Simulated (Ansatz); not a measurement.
Ansatz (a first-principles code) input (CCSD(T)/aug-cc-pV(D+d)Z):
A basis named .json is the Basis Set Exchange file of that set.

Ansatz 0.2 input:
```yaml
crystal:
  periodic: [false, false, false]
  atoms:
    - {symbol: C, position_ang: [-0.98968946, 1.30693810, -1.13214169]}
    - {symbol: Si, position_ang: [-0.09837994, -0.10719018, -0.30211306]}
    - {symbol: C, position_ang: [1.43519159, -0.59691301, -1.24628938]}
    - {symbol: C, position_ang: [-1.23114449, -1.56602427, -0.03418289]}
    - {symbol: Cl, position_ang: [0.51540278, 0.56155876, 1.58274044]}
    - {symbol: H, position_ang: [-1.33349510, 1.00939206, -2.12632547]}
    - {symbol: H, position_ang: [-1.85969465, 1.61633297, -0.55057462]}
    - {symbol: H, position_ang: [-0.33301549, 2.17122250, -1.24459730]}
    - {symbol: H, position_ang: [1.97413694, -1.39372995, -0.73104656]}
    - {symbol: H, position_ang: [1.16971437, -0.95595719, -2.24416035]}
    - {symbol: H, position_ang: [2.11238821, 0.25125840, -1.35971106]}
    - {symbol: H, position_ang: [-1.58274961, -1.95637264, -0.99290045]}
    - {symbol: H, position_ang: [-2.10319321, -1.28094433, 0.55667661]}
    - {symbol: H, position_ang: [-0.71476532, -2.37104315, 0.49131842]}
basis:
  gaussian:
    orbitals: aug-cc-pV_D+d_Z.json
magnetization: {spin_polarized: true, initial_magnetization: 2}
correlation: {method: ccsd_t, electrons: outside_noble_gas}
```

End of the output:

```
cycle   7  -21.56242204 eV  change   -2.2e-3 eV  update   3.3e-3
cycle   8  -21.56180341 eV  change    6.2e-4 eV  update   2.2e-3
cycle   9  -21.56342313 eV  change   -1.6e-3 eV  update   1.4e-3
cycle  10  -21.56342915 eV  change   -6.0e-6 eV  update   8.3e-4
cycle  11  -21.56360220 eV  change   -1.7e-4 eV  update   5.2e-4
cycle  12  -21.56347118 eV  change    1.3e-4 eV  update   3.0e-4
cycle  13  -21.56351795 eV  change   -4.7e-5 eV  update   1.3e-4
cycle  14  -21.56342012 eV  change    9.8e-5 eV  update   6.1e-5
cycle  15  -21.56339683 eV  change    2.3e-5 eV  update   3.8e-5
cycle  16  -21.56339595 eV  change    8.8e-7 eV  update   2.8e-5
cycle  17  -21.56341636 eV  change   -2.0e-5 eV  update   2.1e-5
cycle  18  -21.56342729 eV  change   -1.1e-5 eV  update   1.7e-5
perturbative correction -0.87372904 eV, -0.0321089498 hartree
WARN: these amplitudes may be one of several solutions (largest doubles amplitude 0.06, level shift 1.83 eV)
Total energy: -23617.50019851 eV, -867.9271237787 hartree
```

This state (charge 0, triplet) is run at the relaxed geometry of the species with charge 0 and multiplicity 1, and is a spin state other than that species' own.

The program attaches cautions to this result: other roots.
